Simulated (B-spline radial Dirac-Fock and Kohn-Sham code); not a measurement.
## Successive ionisation energies of iridium: Dirac-Fock against NIST

These are calculated numbers from a B-spline atomic structure program; the model is Dirac-Fock energy differences between relaxed states, corrected for Breit and QED terms. Each value is the difference of the configuration-average energies of two neighbouring ions in their tabulated ground configurations. The model has no electron correlation. NIST's values refer to the lowest levels; many for high charge states are themselves semi-empirical or theoretical. Where a p, d or f shell is open in either ion the computed value averages over both j values and all terms, while the table refers to the lowest levels; that difference holds spin-orbit splitting (largest in heavy or highly charged ions), term energies where several electrons share open shells, and correlation, and it can reach 10 % or more.

```csv
ion,configuration,computed (eV),NIST (eV),kind,NIST − computed (eV)
Ir¹⁹⁺,[Kr] 4d10 4f12,515.9,510 ± 30,theoretical,-5.88
Ir²⁰⁺,[Kr] 4d10 4f11,559.5,560 ± 30,theoretical,+0.50
Ir²¹⁺,[Kr] 4d10 4f10,604.3,610 ± 30,theoretical,+5.66
Ir²²⁺,[Kr] 4d10 4f9,650.4,670 ± 30,theoretical,+19.62
Ir²³⁺,[Kr] 4d10 4f8,697.6,720 ± 40,theoretical,+22.40
Ir²⁴⁺,[Kr] 4d10 4f7,746.0,770 ± 40,theoretical,+24.02
Ir²⁵⁺,[Kr] 4d10 4f6,795.5,820 ± 40,theoretical,+24.50
Ir²⁶⁺,[Kr] 4d10 4f5,846.2,870 ± 40,theoretical,+23.85
Ir²⁷⁺,[Kr] 4d10 4f4,897.9,920 ± 50,theoretical,+22.08
Ir²⁸⁺,[Kr] 4d10 4f3,950.8,980 ± 50,theoretical,+29.20
Ir²⁹⁺,[Kr] 4d10 4f2,1004.8,1030 ± 50,theoretical,+25.23
Ir³⁰⁺,[Kr] 4d10 4f1,1059.8,1080 ± 50,theoretical,+20.17
Ir³¹⁺,[Kr] 4d10,1339.3,1331 ± 4,theoretical,-8.25
Ir³²⁺,[Kr] 4d9,1392.7,1381 ± 4,theoretical,-11.70
Ir³³⁺,[Kr] 4d8,1446.8,1436 ± 5,theoretical,-10.78
Ir³⁴⁺,[Kr] 4d7,1501.5,1493 ± 5,theoretical,-8.49
Ir³⁵⁺,[Kr] 4d6,1556.8,1548 ± 5,theoretical,-8.84
Ir³⁶⁺,[Kr] 4d5,1612.8,1603 ± 5,theoretical,-9.81
```

**Question.** Where in this range is the largest relative jump, and why?

**Answer.** From Ir³⁰⁺ (1059.8 eV) to Ir³¹⁺ (1339.3 eV), a factor of 1.26. The configuration goes from [Kr] 4d10 4f1 to [Kr] 4d10, so the next electron comes out of a deeper subshell.
